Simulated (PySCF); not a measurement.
Compound: C₆H₇GeN.
Bonds: C1–C2 (triple), C2–Ge3, Ge3–N4, N4–C5 (aromatic), C5–C6 (aromatic), C6–C7 (aromatic), C7–C8 (aromatic), N4–C8 (aromatic). Hydrogens: H9 on C1; H10, H11 on Ge3; H12 on C5; H13 on C6; H14 on C7; H15 on C8.

A GFN2-xTB structure was refined with PySCF 2.14.0, PBE0-D3(BJ)/def2-SVP geometry optimisation, gas phase. Its GFN2-xTB values:

| coordinate | GFN2-xTB |
| --- | --- |
| C1≡C2 | 1.222 Å |
| C1–H9 | 1.024 Å |
| C2–Ge3 | 1.905 Å |
| Ge3–N4 | 1.805 Å |
| Ge3–H10 | 1.490 Å |
| N4–C5 | 1.407 Å |
| C5–C6 | 1.369 Å |
| C5–H12 | 1.070 Å |
| C6–C7 | 1.418 Å |
| C6–H13 | 1.099 Å |
| C1–C2–Ge3 | 179.6° |
| C2–Ge3–N4 | 107.1° |
| Ge3–N4–C5 | 125.3° |
| N4–C5–C6 | 109.1° |
| C5–N4–C8 | 106.8° |
| C5–C6–C7 | 106.5° |
| C2–Ge3–N4–C5 | 130° |

Question: How do these coordinates change at the PBE0-D3(BJ)/def2-SVP level?

Answer: 
| coordinate | PBE0-D3(BJ)/def2-SVP (Å or °) | change |
| --- | --- | --- |
| Ge3–N4 | 1.858 | +0.053 |
| C1–H9 | 1.076 | +0.052 |
| Ge3–H10 | 1.531 | +0.041 |
| N4–C5 | 1.378 | -0.029 |
| C5–H12 | 1.089 | +0.019 |
| C2–Ge3 | 1.895 | -0.010 |
| C6–H13 | 1.089 | -0.010 |
| C5–C6 | 1.376 | +0.007 |
| C1≡C2 | 1.216 | -0.006 |
| C6–C7 | 1.423 | +0.005 |
| C5–N4–C8 | 108.4 | +1.6 |
| C5–C6–C7 | 107.1 | +0.6 |
| N4–C5–C6 | 108.7 | -0.4 |
| Ge3–N4–C5 | 125.5 | +0.2 |
| C1–C2–Ge3 | 179.5 | -0.1 |
| C2–Ge3–N4 | 107.2 | +0.1 |
| C2–Ge3–N4–C5 | 138 | +8 |

The energy falls by 4.4 kcal/mol over 10 energy and gradient evaluations, the largest force component goes from 0.0469 to 2.9e-04 Eh/bohr, and the atoms move by 0.105 Å rms after alignment. Among the bonds, Ge3–N4 and C1–H9 change most and about equally (+0.052 to +0.053 Å). Bonds longer at the end by more than 0.005 Å: 11 of 15; shorter: 4. Rotational constants go from 3171, 937.3, 788.7 to 3188, 928.5, 769.7 MHz.

The run used 165 basis functions and 76 SCF cycles in all. On one thread, Arm Neoverse V2 (aarch64), shared host, this took 2.3 min wall and 0.67 GiB of memory at its peak.

No frequency check. The numbers are those of one conformer.

The values belong to the conformer `[CH:1]#[C:2][GeH2:3][n:4]1[cH:5][cH:6][cH:7][cH:8]1`: C2–Ge3–N4–C5 138°.
